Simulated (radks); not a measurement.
Cu V, 25 electrons, occupied as [Ne] 3s1.5 3p6 3d7.5 (fractional occupations, a model configuration).

Method: non-relativistic Kohn-Sham, TPSS, spin-unpolarised, spherical densities, point nucleus; meta-GGA in the generalised Kohn-Sham scheme; computed with a radial shooting solver on a logarithmic mesh with Libxc functionals.

Energy parts (eV):
| part | energy |
|---|---|
| total | -44458.756 |
| kinetic | 44429.519 |
| electron-nucleus | -104667.909 |
| Hartree | 17546.617 |
| exchange-correlation | -1766.983 |

Orbitals (lengths in bohr, moments of r in powers of bohr):
orbital	occ.	eigenvalue (eV)	<1/r>
1s	2	-8836.544	28.52
2s	2	-1116.626	6.200
2p	6	-986.5071	6.156
3s	1.5	-181.8552	1.995
3p	6	-140.8402	1.878
3d	7.5	-71.6815	1.600

The highest occupied level is 3d at -71.681 eV. Summed over all electrons, <r^2> = 11.04 bohr^2, which gives a Langevin (diamagnetic) susceptibility term of -8.75 x 10^-6 cm^3/mol.
